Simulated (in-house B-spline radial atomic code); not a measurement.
A fraction x of an electron is removed from 3d in Cu²⁺, starting from [Ar] 3d9 and keeping the highest spin. All numbers are computed (scalar-relativistic (X2C) LDA VWN5, spin-polarised, spherical fractional occupations; Fermi nucleus of rms radius 3.8823 fm) with an all-electron radial atomic-structure program (B-spline basis), not measured.

```tsv
x	E(x) - E(0) (eV)	3d down level (eV)
0	0.0000	-29.466
0.02	0.5928	-29.810
0.16	4.9361	-32.248
0.33	10.6753	-35.286
0.43	14.2950	-37.113
0.5	16.9381	-38.408
0.62	21.6818	-40.660
0.68	24.1556	-41.801
0.83	30.6421	-44.695
1	38.5241	-48.047
```

The exact functional would give a straight line between the two integer points. Deviations E(x) - E(0) - x[E(1) - E(0)], in eV: -0.178 at x = 0.02, -1.228 at x = 0.16, -2.038 at x = 0.33, -2.27 at x = 0.43, -2.324 at x = 0.5, -2.203 at x = 0.62, -2.041 at x = 0.68, -1.333 at x = 0.83.

The curve lies below the straight line by up to 2.324 eV (at x = 0.5): convex, the delocalisation error that favours fractional charges.

Problem. How well does Slater's transition state (minus the level at half occupation) give the ionisation energy?

Solution. It gives 38.408 eV against 38.524 eV from the two total energies; NIST lists 36.84 eV, ground level to ground level.
